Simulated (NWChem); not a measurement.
**Correlation energy of HGe**

```
Ge
H 1 1.6043
```
Charge 0, spin multiplicity 2.

The numbers come from NWChem runs, not from measurements. The geometry was optimised at UPBE0/def2-SVP, a minimum by its harmonic frequencies.

Basis set: def2-TZVP. Each correlation energy counts from its own Hartree-Fock reference.

The Hamiltonian is non-relativistic. The correlated methods keep 9 core orbitals frozen. This spin state was chosen for the runs; another may lie lower. The structure started from a generated list of species. The unpaired electrons of the parent sit in orbitals of symmetry b1 (C2v labels of the run); other states weren't searched. No SCF solution was tested for a lower state. Open-shell Hartree-Fock references start from PBE0 orbitals. Coupled-cluster values serve here as a point of comparison, not as the truth.

Q: Order these methods by the correlation energy they give, lowest first: CCSD(T) on UHF, CCSD[T] on ROHF, CCSD[T] on UHF, CCSD on ROHF, CCSD on UHF.

A: CCSD[T] on ROHF (-230.5 mHa), CCSD[T] on UHF (-226.4 mHa), CCSD(T) on UHF (-225.6 mHa), CCSD on ROHF (-222.4 mHa), CCSD on UHF (-218.5 mHa)
